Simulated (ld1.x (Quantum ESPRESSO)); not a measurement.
The numbers below are computed, except where a source is named.
## Potentials for I compared

Generated with ld1.x 7.5 (TM, RRKJ, ultrasoft, PAW), atompaw 4.2 or ONCVPSP 4.0.1. The cutoff is in Ry: for ld1.x and atompaw files where the sum of valence levels is converged to 10 mRy in a Bessel basis, for ONCV files where the hardest occupied wave has 1 mHa per electron of residual kinetic energy. The error is the largest all-electron minus pseudo excitation energy over each file’s own four to seven test configurations (ionisations up to +4, promotions, holes and added fractions of an electron), all of which were solved. The labels leave out finer settings (local radius, basis sizes, second energies), which also bear on the numbers. Spin-polarised tests are not counted. The rows are a selection from randomly drawn settings: files with unsolved tests, undetermined cutoffs or missed reference levels are left out.

A true bound ghost makes a file unfit for plane-wave use even where its test errors are small: the radial tests pick states by their node count and pass the ghost by.

| potential | cutoff (Ry) | largest error (meV) | bound ghosts |
| --- | --- | --- | --- |
| ultrasoft, PBE, scalar-relativistic, rc 1.70/1.95/1.15 (spd), local smoothed, core correction yes, reference 4d10 5s2 5p5 | 120 | -63 | s, p |
| TM, LDA (PZ), fully relativistic, rc 1.30/1.45/0.95/1.45 (spdf), local smoothed, core correction no, reference 4d10 5s2 5p3 | 140 | -300 | s, p3/2, p1/2 |
| ultrasoft, LDA (PZ), fully relativistic, rc 1.85/2.00/1.95 (spd), local smoothed, core correction no, reference 5s2 5p4 | 10 | +137 | s, d5/2 |
| TM, BLYP, scalar-relativistic, rc 1.80/2.15 (sp), local p, core correction yes, reference 5s1 5p6 | 30 | -55 | none |
| ultrasoft, LDA (PZ), scalar-relativistic, rc 1.75/2.30/1.65 (spd), local smoothed, core correction yes, reference 4d10 5s2 5p3 | 50 | +218 | none |

(1) Fill in the row for I: TM, PBE, scalar-relativistic, rc 1.60/1.75/1.75 (spd), local smoothed, core correction yes, reference 5s2 5p5.

(2) Fill in the row for I: TM, PBE, scalar-relativistic, rc 1.75/2.00 (sp), local p, core correction yes, reference 5s2 5p5.

## Answers

(1) cutoff 35 Ry, largest error -124 meV, bound ghosts: d, s.

(2) cutoff 35 Ry, largest error -104 meV, bound ghosts: none.
